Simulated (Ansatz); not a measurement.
Reactions of ClH$_{6}$NSi$_{2}$Sn (`[SiH3][N]([SiH3])[Sn][Cl]`).

Computed with Ansatz on PBE0-D4/def2-TZVP structures; ΔE is electronic, products minus reactants. CCSD(T)/CBS adds triple-zeta CCSD(T) − MP2 to the extrapolated MP2 energy (def2 sets, frozen cores). This one scheme is used for every species. Functionals use def2-TZVPP. B3LYP here is the variant with VWN-RPA as its local correlation; programs differ in this. Elements past krypton have def2 core potentials. For Br, Sn outer-core shells are correlated without core-valence functions, which leaves a few kJ/mol of doubt a bond. Scalar relativity is left out up to krypton. Each species was taken in one conformer, which may not be the lowest.

```json
{"reaction": "`[SiH3][N]([SiH3])[Sn][Cl]` + NH₃ → `[NH2][Sn][Cl]` + `[SiH3]N[SiH3]`", "B97M-V (kJ/mol)": "16", "PBE-D4 (kJ/mol)": "19", "B3LYP-D4 (kJ/mol)": "17", "HF/CBS(def2) (kJ/mol)": "-4"}
{"reaction": "`[SiH3][N]([SiH3])[Sn][Cl]` + H–F → `[F][Sn][N]([SiH3])[SiH3]` + HCl", "B97M-V (kJ/mol)": "19", "PBE-D4 (kJ/mol)": "27", "B3LYP-D4 (kJ/mol)": "26", "HF/CBS(def2) (kJ/mol)": "22"}
{"reaction": "`[SiH3][N]([SiH3])[Sn][Cl]` + HCl → `[Cl][Sn][Cl]` + `[SiH3]N[SiH3]`", "B97M-V (kJ/mol)": "-79", "PBE-D4 (kJ/mol)": "-70", "B3LYP-D4 (kJ/mol)": "-74", "HF/CBS(def2) (kJ/mol)": "-103"}
{"reaction": "`[SiH3][N]([SiH3])[Sn][Cl]` + HBr → `[Cl][Sn][Br]` + `[SiH3]N[SiH3]`", "B97M-V (kJ/mol)": "-87", "PBE-D4 (kJ/mol)": "-84", "B3LYP-D4 (kJ/mol)": "-87", "HF/CBS(def2) (kJ/mol)": "-116"}
```

Give the CCSD(T)/CBS values in the same order. (An estimate is asked.)

Computed: 23, 30, -62, -77 kJ/mol.

Largest T1 diagnostic: 0.016, for `[F][Sn][N]([SiH3])[SiH3]`.
